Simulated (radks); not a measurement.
All-electron atom: a nucleus of charge 19.6 with 18 electrons in [Ar].

Method: Dirac Kohn-Sham, BLYP, spin-unpolarised, spherical densities, point nucleus; computed with a radial shooting solver on a logarithmic mesh with Libxc functionals.

Energy parts (Ry):
total: -1296.39566
kinetic: 1306.19530
electron-nucleus: -3067.40126
Hartree: 534.69737
exchange-correlation: -69.88707

Orbitals (lengths in bohr, moments of r in powers of bohr; <r^-3> diverges for s and p1/2; r(max) is where P^2 peaks):
| orbital | occ. | eigenvalue (Ry) | r(max) | <r^2> | <r^-3> |
|---|---|---|---|---|---|
| 1s1/2 | 2 | -278.4298 | 0.05134 | 0.008283 | - |
| 2s1/2 | 2 | -29.45232 | 0.3070 | 0.1653 | - |
| 2p1/2 | 2 | -23.96740 | 0.2512 | 0.1390 | - |
| 2p3/2 | 4 | -23.72065 | 0.2532 | 0.1410 | 171.4 |
| 3s1/2 | 2 | -3.91749 | 1.023 | 1.650 | - |
| 3p1/2 | 2 | -2.60577 | 1.080 | 2.045 | - |
| 3p3/2 | 4 | -2.58073 | 1.086 | 2.070 | 17.52 |

The highest occupied level is 3p3/2 at -35.113 eV. The density falls to 0.001 e/bohr^3 at r = 3.12 bohr.
